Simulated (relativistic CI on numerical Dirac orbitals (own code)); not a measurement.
Method of calculation: Dirac-Coulomb-Breit CI, separate exchange-only KLI orbitals for each configuration, a model potential for QED, unscaled Slater integrals (own radial code, finite nucleus).

The strongest absorption lines from the ground level of an ion, among the configurations computed and to levels below about 434 eV (vacuum wavelength in Å, gf): 28.894 (0.044), 28.917 (0.023), 33.038 (0.091), 33.091 (0.048), 45.383 (0.29), 45.588 (0.15), 311.98 (0.52), 338.72 (0.24).

Problem. Which ion is it?
A. Cu¹⁸⁺
B. Mn¹⁴⁺
C. V¹²⁺
D. Co¹⁶⁺

Solution. D. Co¹⁶⁺ has 11 electrons and the ground level 3s 2S_1/2; the strongest line goes to 3p 2P°_3/2. The pattern of lines fixes the number of electrons, and along that sequence the line energies rise steadily with the charge (about as its square where n changes within one kind of shell, about linearly where n is kept but much faster in heavy ions where fine structure, which grows about as Z⁴, sets the gap, and irregularly where shells cross), which fixes Z. Configurations outside the model, such as inner-shell arrays, can give stronger lines. At this charge energies of transitions that change n are usually good to better than 1 %, and those within a shell (Δn = 0) to a few per cent.
